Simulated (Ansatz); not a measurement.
A structure drawn as `CC([SiH3])=S`, with this starting geometry:

```xyz
10

C    -0.077    0.658    1.259
C    -0.507    0.470   -0.141
Si    0.337   -0.848   -1.118
S    -1.587    1.367   -0.895
H     0.850    1.245    1.329
H    -0.873    1.288    1.845
H     0.015   -0.278    1.824
H     1.132   -0.354   -2.256
H    -0.625   -1.951   -1.588
H     1.335   -1.597   -0.258
```

The species carries charge 0 and has multiplicity 1.

(1) Relax it with Ansatz at PBE-D4/def2-SVP and then PBE0-D4/def2-TZVP. Is the drawn bonding still there?

(2) Give the relaxed structure. (Estimate.)

Atoms count as bonded under 1.1 times the sum of their covalent radii (H–H under 0.85 Å, pairs among N, O and F under 1.55 Å), and a drawn bond as lost past 1.3 times.

Answers

(1) Yes, every drawn bond is still there and no new one forms.

(2) Computed: 
Z-matrix (Å, degrees):
```
C
C 1 1.488
H 1 1.097 2 109.9
H 1 1.090 2 111.9 3 122.1
H 1 1.096 2 109.9 3 -115.8
Si 2 1.895 1 120.3 3 57.3
S 2 1.619 1 123.6 3 -122.3
H 6 1.491 2 110.8 1 3.7
H 6 1.483 2 108.5 1 -116.0
H 6 1.482 2 108.9 1 124.0
```
The lowest mode is -14 cm⁻¹.
